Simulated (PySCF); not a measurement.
CH3FO3W, SMILES C[O][W](=[O])(=[O])[F], multiplicity 1.

Geometry: PBE-D3(BJ)/def2-SVP. The spin state was assumed, not searched. The structure was generated by enumeration; whether it is a known compound was not checked. The def2 effective core potentials stand for the cores of W; spin–orbit coupling is left out. Other conformers were not sampled.

Method: PBE-D3(BJ)/def2-SVP (PySCF).

Frequencies are harmonic and unscaled.

```json
[
 {"mode": "1", "ν (cm⁻¹)": "30", "IR (km/mol)": "3.6", "moving atoms (share of kinetic energy)": "O 43 %, C 28 %, H 20 %"},
 {"mode": "2", "ν (cm⁻¹)": "89", "IR (km/mol)": "4.9", "moving atoms (share of kinetic energy)": "C 32 %, F 23 %, O 22 %, H 18 %"},
 {"mode": "3", "ν (cm⁻¹)": "97", "IR (km/mol)": "0.0", "moving atoms (share of kinetic energy)": "H 97 %"},
 {"mode": "4", "ν (cm⁻¹)": "186", "IR (km/mol)": "11.6", "moving atoms (share of kinetic energy)": "F 45 %, O 37 %, C 9 %"},
 {"mode": "5", "ν (cm⁻¹)": "210", "IR (km/mol)": "11.9", "moving atoms (share of kinetic energy)": "F 44 %, O 42 %, W 14 %"},
 {"mode": "6", "ν (cm⁻¹)": "259", "IR (km/mol)": "4.1", "moving atoms (share of kinetic energy)": "O 91 %"},
 {"mode": "7", "ν (cm⁻¹)": "286", "IR (km/mol)": "6.7", "moving atoms (share of kinetic energy)": "O 76 %, W 12 %"},
 {"mode": "8", "ν (cm⁻¹)": "344", "IR (km/mol)": "2.5", "moving atoms (share of kinetic energy)": "O 93 %"},
 {"mode": "9", "ν (cm⁻¹)": "573", "IR (km/mol)": "49.3", "moving atoms (share of kinetic energy)": "O 43 %, C 33 %, W 13 %, H 10 %"},
 {"mode": "10", "ν (cm⁻¹)": "681", "IR (km/mol)": "95.5", "moving atoms (share of kinetic energy)": "F 88 %, W 12 %"},
 {"mode": "11", "ν (cm⁻¹)": "964", "IR (km/mol)": "155.2", "moving atoms (share of kinetic energy)": "O 89 %, W 11 %"},
 {"mode": "12", "ν (cm⁻¹)": "992", "IR (km/mol)": "90.7", "moving atoms (share of kinetic energy)": "O 93 %"},
 {"mode": "13", "ν (cm⁻¹)": "1122", "IR (km/mol)": "0.0", "moving atoms (share of kinetic energy)": "H 77 %, C 18 %"},
 {"mode": "14", "ν (cm⁻¹)": "1127", "IR (km/mol)": "39.4", "moving atoms (share of kinetic energy)": "H 66 %, C 22 %, O 12 %"},
 {"mode": "15", "ν (cm⁻¹)": "1153", "IR (km/mol)": "276.1", "moving atoms (share of kinetic energy)": "O 55 %, C 33 %, H 12 %"},
 {"mode": "16", "ν (cm⁻¹)": "1411", "IR (km/mol)": "8.9", "moving atoms (share of kinetic energy)": "H 97 %"},
 {"mode": "17", "ν (cm⁻¹)": "1413", "IR (km/mol)": "4.8", "moving atoms (share of kinetic energy)": "H 88 %"},
 {"mode": "18", "ν (cm⁻¹)": "1413", "IR (km/mol)": "12.2", "moving atoms (share of kinetic energy)": "H 96 %"},
 {"mode": "19", "ν (cm⁻¹)": "2952", "IR (km/mol)": "46.4", "moving atoms (share of kinetic energy)": "H 98 %"},
 {"mode": "20", "ν (cm⁻¹)": "3048", "IR (km/mol)": "11.7", "moving atoms (share of kinetic energy)": "H 90 %, C 10 %"},
 {"mode": "21", "ν (cm⁻¹)": "3064", "IR (km/mol)": "8.9", "moving atoms (share of kinetic energy)": "H 90 %, C 10 %"}
]
```
